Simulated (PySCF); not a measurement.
ZnF2, SMILES [F][Zn][F]. Atoms are numbered in the order given.

```xyz
3

Zn     0.0000     0.0000     0.0000
F      0.0000     0.0000    -1.7317
F      0.0000     0.0000     1.7317
```

Geometry: PBE0-D3(BJ)/def2-TZVP. The isomer is the one that the SMILES or the coordinates give; other isomers of the formula were not compared.

Computed with PySCF with TDDFT-M06-2X/def2-SVPD.

Vertical excitations; the highest root listed may be one member of a degenerate set.  State labels are in the subgroup D2h.

Computed excitation energies, oscillator strengths and character:
```json
[
 {"state": "S1", "symmetry": "B3g", "energy (eV)": "7.28", "λ (nm)": "170", "f": "0.000", "main pairs": "HOMO→LUMO (degenerate set)"},
 {"state": "S2", "symmetry": "B2g", "energy (eV)": "7.28", "λ (nm)": "170", "f": "0.000", "main pairs": "HOMO−1→LUMO (degenerate set)"},
 {"state": "S3", "symmetry": "B3u", "energy (eV)": "8.04", "λ (nm)": "154", "f": "0.055", "main pairs": "HOMO−2→LUMO (degenerate set)"},
 {"state": "S4", "symmetry": "B2u", "energy (eV)": "8.04", "λ (nm)": "154", "f": "0.055", "main pairs": "HOMO−3→LUMO (degenerate set)"},
 {"state": "S5", "symmetry": "Ag", "energy (eV)": "8.72", "λ (nm)": "142", "f": "0.000", "main pairs": "HOMO−5→LUMO 88 %"},
 {"state": "S6", "symmetry": "B1u", "energy (eV)": "8.89", "λ (nm)": "139", "f": "0.106", "main pairs": "HOMO−4→LUMO 72 %, HOMO→LUMO+1 11 %, HOMO−1→LUMO+2 11 %"},
 {"state": "S7", "symmetry": "Au", "energy (eV)": "9.33", "λ (nm)": "133", "f": "0.000", "main pairs": "HOMO−1→LUMO+1 47 %, HOMO→LUMO+2 47 %"},
 {"state": "S8", "symmetry": "Au", "energy (eV)": "9.41", "λ (nm)": "132", "f": "0.000", "main pairs": "HOMO→LUMO+2, HOMO−1→LUMO+1 (degenerate set)"},
 {"state": "S9", "symmetry": "B1u", "energy (eV)": "9.41", "λ (nm)": "132", "f": "0.000", "main pairs": "HOMO→LUMO+1, HOMO−1→LUMO+2 (degenerate set)"},
 {"state": "S10", "symmetry": "B1g", "energy (eV)": "9.91", "λ (nm)": "125", "f": "0.000", "main pairs": "HOMO−2→LUMO+1 47 %, HOMO−3→LUMO+2 47 %"},
 {"state": "T1", "symmetry": "B2g", "energy (eV)": "7.00", "λ (nm)": "177", "f": "0", "main pairs": "HOMO−1→LUMO (degenerate set)"},
 {"state": "T2", "symmetry": "B3g", "energy (eV)": "7.00", "λ (nm)": "177", "f": "0", "main pairs": "HOMO→LUMO (degenerate set)"},
 {"state": "T3", "symmetry": "B3u", "energy (eV)": "7.69", "λ (nm)": "161", "f": "0", "main pairs": "HOMO−2→LUMO (degenerate set)"},
 {"state": "T4", "symmetry": "B2u", "energy (eV)": "7.69", "λ (nm)": "161", "f": "0", "main pairs": "HOMO−3→LUMO (degenerate set)"}
]
```
Triplets are in the Tamm–Dancoff approximation, which puts them higher than full response would, so one can lie above its singlet here.
